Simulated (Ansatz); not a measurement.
An input meant for the cluster Ag₂Au (charge 0, doublet).

```yaml
crystal:
  periodic: [false, false, false]
  atoms:
    - {symbol: Au, position_ang: [0.155597, -1.343339, -0.799313]}
    - {symbol: Ag, position_ang: [-0.541982, 1.252660, -0.666761]}
    - {symbol: Ag, position_ang: [0.386385, 0.090669, 1.466074]}
basis:
  gaussian: {orbitals: def2-SVP, nuclear_model: gaussian}
magnetization: {spin_polarized: true, initial_magnetization: 2}
hamiltonian: {xc: {name: PBE-QIDH}}
scf: {omitted_lower_state_checks: [starts]}
output: {forces: true}
```

```sh
$ ansatz run in.yaml --threads 4 --pin off --events-out ev --progress --plain --max-ram 3916MiB
```

Predict how Ansatz answers.

The input was rejected before any iteration. The number of unpaired electrons doesn't fit the electron count.
```
Error: a molecule whose nuclei and cores have a total charge of 57 cannot have a net charge of 0 together with 2 unpaired electrons
```
